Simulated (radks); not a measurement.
Results of a calculation; reference values are marked as such.
Q: Nb+, configuration [Kr] 4d2 5p2 (not the ground configuration). Level of theory: scalar-relativistic Kohn-Sham, BLYP, spin-polarised, spherical densities, finite nucleus; open shells are filled with parallel spins first (spin-orbit coupling, left out, can overturn this in heavy ions); Fermi nuclear charge, rms radius 4.324 fm (a radial shooting solver on a logarithmic mesh with Libxc functionals). Some entries of the table are withheld. Estimate them.

| orbital | occ. | eigenvalue (hartree) | <1/r> (bohr^-1) | <r> (bohr) |
|---|---|---|---|---|
| 1s up | 1 | -691.8708 | 42.40 | 0.03609 |
| 1s down | 1 | -691.8698 | 42.40 | 0.03609 |
| 2s up | 1 | -97.26787 | 9.526 | 0.1581 |
| 2s down | 1 | -97.25924 | 9.526 | 0.1580 |
| 2p up | 3 | -86.92380 | 9.273 | 0.1377 |
| 2p down | 3 | -86.91672 | 9.273 | 0.1377 |
| 3s up | 1 | -16.68585 | 3.252 | 0.4434 |
| 3s down | 1 | -16.68000 | 3.251 | 0.4434 |
| 3p up | 3 | -13.30637 | 3.091 | 0.4459 |
| 3p down | 3 | -13.29983 | 3.091 | 0.4459 |
| 3d up | 5 | -7.78023 | 2.855 | 0.4331 |
| 3d down | 5 | -7.77101 | 2.855 | 0.4330 |
| 4s up | 1 | -2.70783 | (1) | 1.149 |
| 4s down | 1 | -2.65748 | (2) | 1.146 |
| 4p up | 3 | -1.81808 | 1.047 | 1.280 |
| 4p down | 3 | -1.76385 | 1.051 | 1.277 |
| 4d up | 2 | -0.59207 | 0.7329 | 1.810 |
| 4d down | 0 | -0.53355 | 0.7354 | 1.804 |
| 5p up | 2 | -0.31909 | 0.3464 | 3.690 |

A: 
(1) 4s up <1/r> (bohr^-1): 1.182
(2) 4s down <1/r> (bohr^-1): 1.187
